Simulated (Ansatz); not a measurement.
One change: `N=C(F)[SiH2][GeH3]` becomes `N=C(F)S`.

Ansatz, PBE0-D4/def2-TZVP geometries, multiplicity 1. Each molecule was computed in one conformer, which needn't be the lowest.

Scalar relativity is left out up to krypton.

```json
{"property": "HOMO energy (PBE/def2-TZVPP) / eV", "`N=C(F)[SiH2][GeH3]`": "-6.70"}
{"property": "HOMO energy (PBE0/def2-TZVPP) / eV", "`N=C(F)[SiH2][GeH3]`": "-8.09"}
{"property": "HOMO energy (ωB97M-V/def2-TZVPP) / eV", "`N=C(F)[SiH2][GeH3]`": "-10.29"}
{"property": "HOMO–LUMO gap (ωB97M-V/def2-TZVPP) / eV", "`N=C(F)[SiH2][GeH3]`": "11.41"}
{"property": "LUMO energy (ωB97M-V/def2-TZVPP) / eV", "`N=C(F)[SiH2][GeH3]`": "1.11"}
{"property": "LUMO energy (B3LYP/def2-TZVPP) / eV", "`N=C(F)[SiH2][GeH3]`": "-1.19"}
```

Problem. Give the same properties after the change, and the shifts. (Estimate.)

Solution. The calculation gave: 
```csv
property,`N=C(F)S`,shift
HOMO energy (PBE/def2-TZVPP) / eV,-6.73,-0.03
HOMO energy (PBE0/def2-TZVPP) / eV,-7.98,0.11
HOMO energy (ωB97M-V/def2-TZVPP) / eV,-10.16,0.13
HOMO–LUMO gap (ωB97M-V/def2-TZVPP) / eV,11.62,0.21
LUMO energy (ωB97M-V/def2-TZVPP) / eV,1.46,0.35
LUMO energy (B3LYP/def2-TZVPP) / eV,-0.74,0.45
```

With PBE0 the HOMO rises by 0.11 eV and the LUMO rises by 0.51 eV, so the gap widens by about 0.40 eV. PBE moves the HOMO by -0.03 eV and ωB97M-V by 0.13 eV. The zero-point energy changes by -81.3 kJ/mol with -15 modes.

Positive LUMOs are unbound, so they and the gaps depend on the basis.

B3LYP here is the variant with VWN-RPA as its local correlation; programs differ in this.
